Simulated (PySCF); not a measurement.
Relaxation of singlet GaH₄⁻

Level of theory: PySCF, PBE0, basis Ga def2-TZVPD, H def2-TZVPD (no relativity, density fitting). A (50,194) grid was used.

A start displaced from a saddle point along its imaginary mode, of D2d symmetry, held to at least that symmetry:

```xyz
5
charge -1 multiplicity 1, angstrom
Ga    0.0000    0.0000    0.0000
H     1.7186    0.0000    0.1200
H     0.0000    1.7186   -0.1200
H    -1.7186    0.0000    0.1200
H     0.0000   -1.7186   -0.1200
```

Optimiser trace:
```json
{"step": "0", "E − E(last) (kJ/mol)": "245.61", "largest gradient (Eh/bohr)": "0.01321"}
{"step": "1", "E − E(last) (kJ/mol)": "179.37", "largest gradient (Eh/bohr)": "0.01619"}
{"step": "2", "E − E(last) (kJ/mol)": "110.35", "largest gradient (Eh/bohr)": "0.01834"}
{"step": "3", "E − E(last) (kJ/mol)": "44.12", "largest gradient (Eh/bohr)": "0.01537"}
{"step": "4", "E − E(last) (kJ/mol)": "7.64", "largest gradient (Eh/bohr)": "0.00553"}
{"step": "5", "E − E(last) (kJ/mol)": "0.14", "largest gradient (Eh/bohr)": "0.00082"}
{"step": "6", "E − E(last) (kJ/mol)": "0.00", "largest gradient (Eh/bohr)": "0.00003"}
```

It ends at Td with Ga–H 1.625 Å (×4); H–Ga–H 109.5° (×6). A frequency run shows a minimum. Other isomers or separated fragments may lie lower.
